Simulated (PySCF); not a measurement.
VOF, SMILES [O]=[V][F] (connectivity only; charge and spin as stated), neutral, multiplicity 3. Atoms are numbered in the order given.

```xyz
3

V      0.2163     0.0978     0.0000
O     -0.3365     1.5942     0.0000
F     -0.2536    -1.6671     0.0000
```
Charge 0, spin multiplicity 3.

The structure is a stationary point at B3LYP-D3(BJ)/def2-TZVP. The multiplicity is an assumed one; other spin states were not compared.

Computed with PySCF with PBE/def2-TZVPD.

Gas-phase values at a fixed geometry.

Computed frontier levels, dipole moment and polarisability:
| Item | Value |
|---|---|
| α spin, highest occupied and lowest empty level | -4.83 and -4.36 eV |
| β spin, highest occupied and lowest empty level | -7.83 and -3.32 eV |
| dipole moment | 2.95 D |
| quadrupole, principal values (traceless, Buckingham form, about the centre of nuclear charge) | -12.51, 4.54, 7.97 D·Å |
| mean static polarisability | 39.7 bohr³ (5.89 Å³) |
| polarisability, principal values | 23.9, 46.0, 49.3 bohr³ |
| ⟨S²⟩ | 2.028 (pure state 2.00) |
